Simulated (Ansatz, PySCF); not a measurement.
The pair A = C2H2 (SMILES C#C) (first 4 atoms), B = H4OSi (SMILES O[SiH3]); geometry from B3LYP-D3(BJ)/def2-TZVP.
(charge 0, multiplicity 1):
```xyz
10

C      0.135     0.803     0.537
C      0.225    -0.389     0.456
H      0.058     1.861     0.606
H      0.309    -1.446     0.381
O     -1.087    -0.082     3.467
Si     0.205    -0.029     4.490
H     -0.897    -0.010     2.523
H      1.160    -1.137     4.234
H     -0.343    -0.154     5.856
H      0.953     1.248     4.370
```

Rows in 6-31G* carry no dispersion term and start afresh at each structure (6-31G* with six Cartesian d functions).

Run with Ansatz (Gaussian orbitals); PySCF for 6-31G* rows. Values without a source in brackets are computed.

Total energies (hartree), monomers frozen at their geometry in the pair:

```json
[
 {"structure": "AB", "PBE/def2-TZVPPD": "-444.2148139", "B3LYP/6-31G*": "-444.4745793", "B3LYP/def2-TZVPPD": "-444.5968858"},
 {"structure": "A in the pair's basis", "PBE/def2-TZVPPD": "-77.2523539", "B3LYP/6-31G*": "-77.3270793", "B3LYP/def2-TZVPPD": "-77.3658356"},
 {"structure": "B in the pair's basis", "PBE/def2-TZVPPD": "-366.9576849", "B3LYP/6-31G*": "-367.1434515", "B3LYP/def2-TZVPPD": "-367.2277730"},
 {"structure": "A", "PBE/def2-TZVPPD": "-77.2522492", "B3LYP/6-31G*": "-77.3255246", "B3LYP/def2-TZVPPD": "-77.3657527"},
 {"structure": "B", "PBE/def2-TZVPPD": "-366.9576148", "B3LYP/6-31G*": "-367.1426118", "B3LYP/def2-TZVPPD": "-367.2277036"}
]
```

Q: Work out the interaction energy without and with the counterpoise correction, and the superposition error, for each level.

A: 
E(AB) − E(A) − E(B), times 627.509 kcal/mol, with the monomers in their own basis and then in the pair's basis:
- PBE/def2-TZVPPD: -3.11 uncorrected, -3.00 corrected; the monomers gain 0.11 kcal/mol from borrowed functions
- B3LYP/6-31G*: -4.04 uncorrected, -2.54 corrected; the monomers gain 1.50 kcal/mol from borrowed functions
- B3LYP/def2-TZVPPD: -2.15 uncorrected, -2.06 corrected; the monomers gain 0.10 kcal/mol from borrowed functions

Ansatz is a program for electronic structure.
